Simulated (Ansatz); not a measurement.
`[SiH3]C[SiH2][GaH2]` + CH₃NH₂ → `CN[SiH2][GaH2]` + `C[SiH3]` at 700 K and 1 bar (ligand exchange at the Si–C bond).

Program: Ansatz. Geometries: PBE0-D4/def2-TZVP. ΔE: electronic, gas phase. CCSD(T)/CBS is the MP2 limit (def2-TZVPP, def2-QZVPP) plus CCSD(T) − MP2 in def2-TZVPP, frozen cores. This one scheme is used for every species. For Ga outer-core shells are correlated without core-valence functions, which leaves a few kJ/mol of doubt a bond. Scalar relativity is left out up to krypton. One conformer a species, not always the lowest.

| species | CCSD(T)/CBS energy (Eh) | H − E (kJ/mol) | S (J/(mol·K)) |
| --- | --- | --- | --- |
| `[SiH3]C[SiH2][GaH2]` | -2545.55264 | 314.8 | 523.9 |
| CH₃NH₂ | -95.75281 | 207.6 | 296.6 |
| `CN[SiH2][GaH2]` | -2310.57822 | 309.8 | 505.8 |
| `C[SiH3]` | -330.73916 | 210.8 | 332.0 |

H − E and S are ideal-gas, rigid-rotor, harmonic terms from PBE0-D4/def2-TZVP, for one conformer and one mirror image of each species. 1 Eh = 2625.50 kJ/mol, R = 8.31446 J/(mol·K).

Task: By hand: ΔE, ΔH, ΔS and ΔG.

Result: ΔE = (-2310.57822) + (-330.73916) − (-2545.55264) − (-95.75281) = -0.01193 Eh = -31.3 kJ/mol. Δ(H − E) = 309.8 + 210.8 − 314.8 − 207.6 = -1.8, so ΔH = -33.1 kJ/mol. ΔS = 505.8 + 332.0 − 523.9 − 296.6 = 17.3 J/(mol·K). ΔG = -33.1 − 700 × (17.3)/1000 = -45.2 kJ/mol.

Task: By hand: the equilibrium constant, and the temperature at which ΔG would vanish if ΔH and ΔS stayed fixed.

Result: log₁₀ K = −ΔG/(RT ln 10) = 3.4. ΔH and −TΔS have one sign here, so there is no such temperature.

TΔS isn't small against ΔH here. A doubt of 5 kJ/mol in ΔE shifts log₁₀ K by 0.4 here. Other conformers and mirror images would add mixing entropy, several J/(mol·K) or more a flexible species. These are equilibria of isolated gas molecules and say nothing of rates. Largest T1 diagnostic: 0.013 (customary marks: 0.02 for closed shells, 0.045 for open ones).
